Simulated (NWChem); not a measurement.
System: C$_{5}$H$_{6}$; SMILES C#CC(=C)C

Problem. Give the equilibrium geometry at PBE0/def2-SVP (NWChem) as an XYZ file, with the point group.

Solution. point group Cs; any orientation.
```
11

C     -0.0383    -2.2154     0.0000
C      0.0570    -1.0052     0.0000
C      0.1140     0.4269     0.0000
C      1.2960     1.0671     0.0000
C     -1.2080     1.1442     0.0000
H     -0.1092    -3.2874     0.0000
H      2.2398     0.5182     0.0000
H      1.3385     2.1593     0.0000
H     -1.8021     0.8658    -0.8847
H     -1.8021     0.8658     0.8847
H     -1.0669     2.2338     0.0000
```
